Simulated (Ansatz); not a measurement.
`B1CB[SiH2]1`, relaxed with RKS PBE0-D4/def2-TZVP in Ansatz 0.2.0 from a PBE-D4/def2-SVP geometry. The force threshold is 0.005 eV/Å; the program also tests the step.

Charge 0, multiplicity 1.

Start:

```xyz
10

B    -0.752    0.266   -0.976
C    -0.436   -1.055   -0.161
B     0.668   -0.605    0.882
Si    0.489    1.319    0.245
H    -1.494    0.405   -1.929
H    -1.091   -1.948   -0.079
H     0.379   -1.333   -0.915
H     1.268   -1.290    1.687
H     1.494    2.414   -0.010
H    -0.525    1.828    1.258
```

```json
{"step": "1", "energy (eV)": "-10357.0672", "largest force (eV/Å)": "0.547", "largest move (Å)": "0.000"}
{"step": "2", "energy (eV)": "-10357.0960", "largest force (eV/Å)": "0.147", "largest move (Å)": "0.029"}
{"step": "3", "energy (eV)": "-10357.0988", "largest force (eV/Å)": "0.032", "largest move (Å)": "0.017"}
{"step": "4", "energy (eV)": "-10357.0996", "largest force (eV/Å)": "0.022", "largest move (Å)": "0.023"}
{"step": "5", "energy (eV)": "-10357.1022", "largest force (eV/Å)": "0.101", "largest move (Å)": "0.098"}
{"step": "6 (rejected)", "energy (eV)": "-10357.1007", "largest force (eV/Å)": "0.301", "largest move (Å)": "0.195"}
{"step": "7", "energy (eV)": "-10357.1070", "largest force (eV/Å)": "0.104", "largest move (Å)": "0.098"}
{"step": "8", "energy (eV)": "-10357.1180", "largest force (eV/Å)": "0.162", "largest move (Å)": "0.098"}
{"step": "9", "energy (eV)": "-10357.1388", "largest force (eV/Å)": "0.317", "largest move (Å)": "0.149"}
{"step": "10", "energy (eV)": "-10357.1697", "largest force (eV/Å)": "0.506", "largest move (Å)": "0.190"}
{"step": "11", "energy (eV)": "-10357.2629", "largest force (eV/Å)": "0.522", "largest move (Å)": "0.200"}
{"step": "13 (rejected)", "energy (eV)": "-10357.2426", "largest force (eV/Å)": "0.686", "largest move (Å)": "0.200"}
{"step": "15", "energy (eV)": "-10357.3668", "largest force (eV/Å)": "0.251", "largest move (Å)": "0.063"}
{"step": "17", "energy (eV)": "-10357.3720", "largest force (eV/Å)": "0.070", "largest move (Å)": "0.013"}
{"step": "19 (rejected)", "energy (eV)": "-10357.3722", "largest force (eV/Å)": "0.019", "largest move (Å)": "0.005"}
{"step": "21", "energy (eV)": "-10357.3724", "largest force (eV/Å)": "0.013", "largest move (Å)": "0.027"}
{"step": "23", "energy (eV)": "-10357.3724", "largest force (eV/Å)": "0.021", "largest move (Å)": "0.007"}
{"step": "25 (rejected)", "energy (eV)": "-10357.3610", "largest force (eV/Å)": "0.389", "largest move (Å)": "0.169"}
{"step": "27", "energy (eV)": "-10357.3763", "largest force (eV/Å)": "0.035", "largest move (Å)": "0.041"}
{"step": "29", "energy (eV)": "-10357.3806", "largest force (eV/Å)": "0.069", "largest move (Å)": "0.074"}
{"step": "31 (rejected)", "energy (eV)": "-10357.3828", "largest force (eV/Å)": "0.364", "largest move (Å)": "0.111"}
{"step": "33", "energy (eV)": "-10357.3918", "largest force (eV/Å)": "0.060", "largest move (Å)": "0.056"}
{"step": "35 (rejected)", "energy (eV)": "-10357.3939", "largest force (eV/Å)": "0.142", "largest move (Å)": "0.011"}
{"step": "37 (rejected)", "energy (eV)": "-10357.3941", "largest force (eV/Å)": "0.049", "largest move (Å)": "0.022"}
{"step": "39", "energy (eV)": "-10357.3948", "largest force (eV/Å)": "0.008", "largest move (Å)": "0.002"}
{"step": "40", "energy (eV)": "-10357.3948", "largest force (eV/Å)": "0.001", "largest move (Å)": "0.001"}
```

End:

```xyz
10

B    -0.839    0.101   -0.603
C     0.006   -1.195   -0.388
B     0.393   -0.598    0.947
Si    0.434    1.318    0.424
H    -1.867    0.159   -1.206
H    -0.237   -2.208   -0.689
H     0.463   -0.615   -1.270
H     0.109   -1.125    1.981
H     1.557    1.714   -0.465
H    -0.020    2.449    1.269
```

It took 74 s on 2 threads of an Intel Xeon 6975P-C on a shared host, with 0.41 GiB of host memory at the peak.
